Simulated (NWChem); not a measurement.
System: C$_{3}$H$_{7}$O$_{2}$, doublet; SMILES C[C](O)CO

```xyz
12

C     -1.2112    -1.1750     0.1376
C      0.0424    -0.5302    -0.3272
O      1.1657    -1.0645     0.2473
C      0.0884     0.9232    -0.6507
O     -0.1217     1.7627     0.4718
H     -1.4724    -0.8756     1.1720
H     -2.0567    -0.8920    -0.5061
H     -1.1094    -2.2708     0.1285
H      1.9415    -0.6525    -0.1516
H     -0.7044     1.1741    -1.3719
H      1.0557     1.1589    -1.1485
H      0.4759     1.4640     1.1665
```
Atoms are numbered in this order, from 1.

Results from NWChem. Spin-unrestricted. All runs use the structure optimised with PBE0/def2-SVP, spin-unrestricted. No frequency run checked for a minimum. No stability test was run on the SCF state.

Q: Taking PBE0/aug-pcseg-1 as the yardstick, which of these has the fewest basis functions while keeping “highest occupied level (eV)” within 0.05 eV of it: PBE0/STO-3G; PBE0/pcseg-1; PBE0/def2-SVP?

A: none of them.
| level | basis functions | highest occupied level (eV) | relative time (rough) |
|---|---|---|---|
| PBE0/STO-3G | 32 | -2.11 | 1 |
| PBE0/pcseg-1 | 105 | -5.09 | 4 |
| PBE0/def2-SVP | 105 | -4.92 | 4 |
| PBE0/aug-pcseg-1 | 178 | -5.17 | 9 |

The yardstick is one finite set, not the basis-set limit.
